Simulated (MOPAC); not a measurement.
Input for MOPAC: PM6 on CH5ClO (a complex).

```
PM6 1SCF PRECISE CHARGE=0 THREADS=1
CH5ClO

O      0.14541781 1     0.25791158 1     0.11241167 1
H     -0.43692279 1     0.42195430 1     0.86624213 1
H     -0.41687628 1    -0.13738397 1    -0.56120688 1
C      0.81335866 1    -0.91818991 1     3.15372680 1
Cl    -0.80684212 1    -0.13327769 1     3.26394450 1
H      1.12211754 1    -0.88621152 1     2.11360810 1
H      1.49663495 1    -0.35831388 1     3.78421931 1
H      0.71138526 1    -1.93975519 1     3.50586540 1
```

Program output:

```
*******************************************************************************
 **                                                                           **
 **                              MOPAC v23.2.5                                **
 **                                                                           **
 *******************************************************************************
 ** MOPAC's Digital Object Identifier: https://doi.org/10.5281/zenodo.6511958 **
 **                                                                           **
 ** Please cite the open-source release paper for use of this MOPAC version:  **
 ** J. E. Moussa and J. J. P. Stewart (2026)                                  **
 ** MOPAC: An open-source semiempirical molecular orbital program             **
 ** J. Open Source Softw., 11(119), 8025, https://doi.org/10.21105/joss.08025 **
 *******************************************************************************

                              PM6 CALCULATION RESULTS

 *******************************************************************************
 *  PM6        - The PM6 Hamiltonian to be used
 *
 *
 *
 *                 CHARGE ON SYSTEM = 0
 *
 *
 *
 *  PRECISE    - TIGHTER CRITERIA TO BE USED
 *  1SCF       - DO 1 SCF AND THEN STOP
 *  THREADS=1  - MULTI-THREADING NOT USED
 *  T=         - A TIME OF 172800.0 SECONDS REQUESTED
 *  DUMP=N     - RESTART FILE WRITTEN EVERY 7200.0 SECONDS REQUESTED
 *******************************************************************************
PM6 1SCF PRECISE CHARGE=0 THREADS=1
 CH5ClO

   ATOM   CHEMICAL          X               Y               Z
  NUMBER   SYMBOL      (ANGSTROMS)     (ANGSTROMS)     (ANGSTROMS)

     1       O          0.14541781  *   0.25791158  *   0.11241167  *
     2       H         -0.43692279  *   0.42195430  *   0.86624213  *
     3       H         -0.41687628  *  -0.13738397  *  -0.56120688  *
     4       C          0.81335866  *  -0.91818991  *   3.15372680  *
     5      Cl         -0.80684212  *  -0.13327769  *   3.26394450  *
     6       H          1.12211754  *  -0.88621152  *   2.11360810  *
     7       H          1.49663495  *  -0.35831388  *   3.78421931  *
     8       H          0.71138526  *  -1.93975519  *   3.50586540  *



          CARTESIAN COORDINATES

    NO.       ATOM           X           Y           Z

     1         O          0.1454      0.2579      0.1124
     2         H         -0.4369      0.4220      0.8662
     3         H         -0.4169     -0.1374     -0.5612
     4         C          0.8134     -0.9182      3.1537
     5        Cl         -0.8068     -0.1333      3.2639
     6         H          1.1221     -0.8862      2.1136
     7         H          1.4966     -0.3583      3.7842
     8         H          0.7114     -1.9398      3.5059

 General Reference for PM6:
 "Optimization of Parameters for Semiempirical Methods V: Modification of NDDO Approximations
 and Application to 70 Elements", J. J. P. Stewart, J. Mol. Mod., 13, 1173-1213 (2007)
 URL: https://link.springer.com/article/10.1007/s00894-007-0233-4

           Empirical Formula: C H5 O Cl  =     8 atoms



      MOLECULAR POINT GROUP   :   C1


      RHF CALCULATION, NO. OF DOUBLY OCCUPIED LEVELS = 11


 -------------------------------------------------------------------------------
 PM6 1SCF PRECISE CHARGE=0 THREADS=1
 CH5ClO



     1SCF WAS SPECIFIED, SO BFGS WAS NOT USED
     SCF FIELD WAS ACHIEVED


                              PM6 CALCULATION
                                                       MOPAC v23.2.5 Linux




          FINAL HEAT OF FORMATION =        -71.49109 KCAL/MOL =    -299.11871 KJ/MOL


          COSMO AREA              =        104.91 SQUARE ANGSTROMS
          COSMO VOLUME            =         85.28 CUBIC ANGSTROMS

          IONIZATION POTENTIAL    =         10.982005 EV
          HOMO LUMO ENERGIES (EV) =        -10.982  0.541
          NO. OF FILLED LEVELS    =         11
          MOLECULAR WEIGHT        =         68.5029         POINT GROUP:  C1

          MOLECULAR DIMENSIONS (Angstroms)

            Atom       Atom       Distance
            H     7    H     3     4.75322
            H     6   Cl     5     2.35657
            H     8    O     1     2.20564


          SCF CALCULATIONS        =          1





   ATOM   CHEMICAL          X               Y               Z
  NUMBER   SYMBOL      (ANGSTROMS)     (ANGSTROMS)     (ANGSTROMS)

     1       O          0.14541781  *   0.25791158  *   0.11241167  *
     2       H         -0.43692279  *   0.42195430  *   0.86624213  *
     3       H         -0.41687628  *  -0.13738397  *  -0.56120688  *
     4       C          0.81335866  *  -0.91818991  *   3.15372680  *
     5      Cl         -0.80684212  *  -0.13327769  *   3.26394450  *
     6       H          1.12211754  *  -0.88621152  *   2.11360810  *
     7       H          1.49663495  *  -0.35831388  *   3.78421931  *
     8       H          0.71138526  *  -1.93975519  *   3.50586540  *

                             CARTESIAN COORDINATES

   1    O        0.145417810     0.257911580     0.112411670
   2    H       -0.436922790     0.421954300     0.866242130
   3    H       -0.416876280    -0.137383970    -0.561206880
   4    C        0.813358660    -0.918189910     3.153726800
   5   Cl       -0.806842120    -0.133277690     3.263944500
   6    H        1.122117540    -0.886211520     2.113608100
   7    H        1.496634950    -0.358313880     3.784219310
   8    H        0.711385260    -1.939755190     3.505865400


           Empirical Formula: C H5 O Cl  =     8 atoms



      MOLECULAR POINT GROUP   :   C1


                  EIGENVALUES
 -30.07859 -27.38896 -24.46017 -18.64733 -15.33693 -15.29747 -14.50286 -14.17871
 -11.77856 -11.01318 -10.98201   0.54076   4.08343   4.98972   5.08984   5.65300
   5.99843  89.00821  89.09654  89.12396  89.40924  89.43417


              NET ATOMIC CHARGES AND DIPOLE CONTRIBUTIONS

  ATOM NO.   TYPE          CHARGE      No. of ELECS.   s-Pop       p-Pop       d-Pop
    1          O          -0.629798        6.6298     1.77865     4.85115
    2          H           0.316585        0.6834     0.68342
    3          H           0.308571        0.6914     0.69143
    4          C          -0.348637        4.3486     1.11421     3.23442
    5         Cl          -0.166703        7.1667     1.99067     5.16971     0.00632
    6          H           0.182844        0.8172     0.81716
    7          H           0.169843        0.8302     0.83016
    8          H           0.167297        0.8327     0.83270
 DIPOLE           X         Y         Z       TOTAL
 POINT-CHG.     0.340    -1.327     0.011     1.370
 HYBRID        -0.524    -0.018     0.080     0.531
 SUM           -0.184    -1.345     0.091     1.361


          ATOMIC ORBITAL ELECTRON POPULATIONS

     Atom    s        px        py        pz      x^2-y^2     xz        z^2       yz        xy
    1  O   1.77865   1.53893   1.89091   1.42131
    2  H   0.68342
    3  H   0.69143
    4  C   1.11421   0.92108   1.12079   1.19255
    5 Cl   1.99067   1.33769   1.84245   1.98957   0.00176   0.00105   0.00121   0.00024   0.00206
    6  H   0.81716
    7  H   0.83016
    8  H   0.83270

 **********************
 *                    *
 * JOB ENDED NORMALLY *
 *                    *
 **********************




 == MOPAC DONE ==
```

The run finished.

Cost: around 0.020 core-seconds (rough).
